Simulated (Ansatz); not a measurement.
GaHBrCl, closed shell: a trajectory.

The input file, in.yaml:

```yaml
crystal:
  periodic: [false, false, false]
  atoms:
    - {symbol: Ga, position_ang: [1.743384, 0.521830, -0.181954]}
    - {symbol: Br, position_ang: [-1.143739, -0.579171, -1.443396]}
    - {symbol: H, position_ang: [-1.013303, -0.324139, -0.031591]}
    - {symbol: Cl, position_ang: [0.413657, 0.381380, 1.656942]}
basis:
  gaussian: {orbitals: def2-SVP}
hamiltonian: {xc: pbe0, dispersion: d4}
md: {n_steps: 25, timestep: 0.5, temperature: 20000, ensemble: nvt_nose_hoover, seed: 640, initial_velocities: maxwell_boltzmann}
```

Command:

```bash
ansatz run in.yaml --threads 2 --pin off --events-out ev --progress --plain --max-ram 4352MiB
```

Output of Ansatz 0.2.0:

```
Functional definition: PBE0
  name "PBE0"
  cite "Adamo & Barone, J. Chem. Phys. 110, 6158 (1999) doi:10.1063/1.478522"
  cite "Perdew, Burke & Ernzerhof, Phys. Rev. Lett. 77, 3865 (1996) doi:10.1103/PhysRevLett.77.3865"
  parent pbe
  parameter a = 0.25
  parameter kappa = 0.804
  parameter beta = 0.06672455060314922
  exchange = (1 - a)*pbe_x(kappa = kappa, mu = beta*pi^2/3) + a*exact_x
  correlation = pbe_c(beta = beta)
886 factors; integrals over basis functions are off by at most 3.1e-4 eV
mean field evaluation 1: about -134926.2214 eV, gradient 1.8e1 eV
mean field evaluation 2: about -134925.6057 eV, gradient 2.4e1 eV
mean field evaluation 4: about -134926.9709 eV, gradient 5.9e-1 eV
mean field evaluation 8: about -134926.9752 eV, gradient 2.0e-2 eV
mean field -134926.97515293 eV, -4958.4748800816 hartree, gradient 5.7e-5 eV, S^2 0.000000; 0 other end points of the search recorded, 0 dependent functions left out
the calculation of the forces begins
reference -134926.97517636 eV, -4958.4748809428 hartree; 42, 42 occupied and 45, 45 virtual orbitals, 886 factors
md step     0: t =     0.00 fs  T = 20000.0 K  F+E_penalty+E_count = -134927.08106200 eV  E_kin = 5.170400 eV  conserved = -134921.91066204 eV  (24 SCF iters)
md step     1: t =     0.50 fs  T = 19952.0 K  F+E_penalty+E_count = -134927.06920543 eV  E_kin = 5.157983 eV  conserved = -134921.91122220 eV  (27 SCF iters, 5 dispersion substeps)
md step     2: t =     1.00 fs  T = 19784.4 K  F+E_penalty+E_count = -134927.02598976 eV  E_kin = 5.114669 eV  conserved = -134921.91132137 eV  (27 SCF iters, 5 dispersion substeps)
md step     3: t =     1.50 fs  T = 19497.3 K  F+E_penalty+E_count = -134926.95152570 eV  E_kin = 5.040452 eV  conserved = -134921.91107855 eV  (27 SCF iters, 5 dispersion substeps)
md step     4: t =     2.00 fs  T = 19108.7 K  F+E_penalty+E_count = -134926.85060147 eV  E_kin = 4.939970 eV  conserved = -134921.91064683 eV  (28 SCF iters, 5 dispersion substeps)
md step     5: t =     2.50 fs  T = 18646.0 K  F+E_penalty+E_count = -134926.73048679 eV  E_kin = 4.820363 eV  conserved = -134921.91015915 eV  (27 SCF iters, 5 dispersion substeps)
md step     6: t =     3.00 fs  T = 18139.8 K  F+E_penalty+E_count = -134926.59910913 eV  E_kin = 4.689496 eV  conserved = -134921.90968505 eV  (27 SCF iters, 5 dispersion substeps)
md step     7: t =     3.50 fs  T = 17619.1 K  F+E_penalty+E_count = -134926.46404023 eV  E_kin = 4.554902 eV  conserved = -134921.90926746 eV  (28 SCF iters, 5 dispersion substeps)
md step     8: t =     4.00 fs  T = 17110.1 K  F+E_penalty+E_count = -134926.33198723 eV  E_kin = 4.423296 eV  conserved = -134921.90890284 eV  (29 SCF iters, 5 dispersion substeps)
md step     9: t =     4.50 fs  T = 16634.8 K  F+E_penalty+E_count = -134926.20871026 eV  E_kin = 4.300436 eV  conserved = -134921.90859633 eV  (28 SCF iters, 5 dispersion substeps)
md step    10: t =     5.00 fs  T = 16212.1 K  F+E_penalty+E_count = -134926.09903641 eV  E_kin = 4.191160 eV  conserved = -134921.90834321 eV  (29 SCF iters, 5 dispersion substeps)
md step    11: t =     5.50 fs  T = 15857.4 K  F+E_penalty+E_count = -134926.00695738 eV  E_kin = 4.099466 eV  conserved = -134921.90813773 eV  (29 SCF iters, 5 dispersion substeps)
md step    12: t =     6.00 fs  T = 15583.4 K  F+E_penalty+E_count = -134925.93573006 eV  E_kin = 4.028618 eV  conserved = -134921.90797603 eV  (29 SCF iters, 5 dispersion substeps)
md step    13: t =     6.50 fs  T = 15400.0 K  F+E_penalty+E_count = -134925.88794335 eV  E_kin = 3.981209 eV  conserved = -134921.90785833 eV  (29 SCF iters, 5 dispersion substeps)
md step    14: t =     7.00 fs  T = 15314.7 K  F+E_penalty+E_count = -134925.86551834 eV  E_kin = 3.959154 eV  conserved = -134921.90779064 eV  (29 SCF iters, 5 dispersion substeps)
md step    15: t =     7.50 fs  T = 15331.9 K  F+E_penalty+E_count = -134925.86960845 eV  E_kin = 3.963595 eV  conserved = -134921.90778778 eV  (29 SCF iters, 5 dispersion substeps)
md step    16: t =     8.00 fs  T = 15452.0 K  F+E_penalty+E_count = -134925.90035917 eV  E_kin = 3.994654 eV  conserved = -134921.90787663 eV  (29 SCF iters, 5 dispersion substeps)
md step    17: t =     8.50 fs  T = 15670.0 K  F+E_penalty+E_count = -134925.95648869 eV  E_kin = 4.051008 eV  conserved = -134921.90809802 eV  (27 SCF iters, 5 dispersion substeps)
md step    18: t =     9.00 fs  T = 15972.8 K  F+E_penalty+E_count = -134926.03466708 eV  E_kin = 4.129277 eV  conserved = -134921.90850621 eV  (29 SCF iters, 5 dispersion substeps)
md step    19: t =     9.50 fs  T = 16336.1 K  F+E_penalty+E_count = -134926.12870852 eV  E_kin = 4.223213 eV  conserved = -134921.90916325 eV  (29 SCF iters, 5 dispersion substeps)
md step    20: t =    10.00 fs  T = 16721.4 K  F+E_penalty+E_count = -134926.22867374 eV  E_kin = 4.322824 eV  conserved = -134921.91012055 eV  (29 SCF iters, 5 dispersion substeps)
md step    21: t =    10.50 fs  T = 17073.1 K  F+E_penalty+E_count = -134926.32019092 eV  E_kin = 4.413749 eV  conserved = -134921.91136545 eV  (29 SCF iters, 5 dispersion substeps)
md step    22: t =    11.00 fs  T = 17320.5 K  F+E_penalty+E_count = -134926.38480994 eV  E_kin = 4.477708 eV  conserved = -134921.91272341 eV  (29 SCF iters, 5 dispersion substeps)
md step    23: t =    11.50 fs  T = 17389.0 K  F+E_penalty+E_count = -134926.40278623 eV  E_kin = 4.495397 eV  conserved = -134921.91374523 eV  (30 SCF iters, 5 dispersion substeps)
md step    24: t =    12.00 fs  T = 17226.0 K  F+E_penalty+E_count = -134926.35982894 eV  E_kin = 4.453268 eV  conserved = -134921.91367958 eV  (30 SCF iters, 5 dispersion substeps)
md step    25: t =    12.50 fs  T = 16841.6 K  F+E_penalty+E_count = -134926.25782229 eV  E_kin = 4.353903 eV  conserved = -134921.91181958 eV  (27 SCF iters, 5 dispersion substeps)
Total energy: -134926.25784718 eV, -4958.4485195816 hartree
Atom 0 at     2.007337     0.613485    -0.181783 Å, force    -1.538185    -0.318215     1.584263 eV/Å
Atom 1 at    -1.298950    -0.640688    -1.472810 Å, force     0.647144    -2.012581    -0.764994 eV/Å
Atom 2 at    -1.656011     0.606520    -1.090037 Å, force    -0.576814     1.999251     0.745462 eV/Å
Atom 3 at     0.262634     0.313309     1.753001 Å, force     1.467855     0.331545    -1.564731 eV/Å
Dipole moment:     0.499702     0.260667    -0.678034 e Å

[the SCF lines of later steps are left out]
```

The lines “mean field evaluation” count trial sets of orbitals through the whole run, from several starts and some on an approximate energy, so they need not fall steadily or lie above the final value.

The run took about 46 s on 2 CPU threads of an Intel Xeon Platinum 8375C (shared host).


The run ended normally. The set temperature is far above any at which the molecule holds together: the atoms start with that much kinetic energy, which flows into stretching the bonds.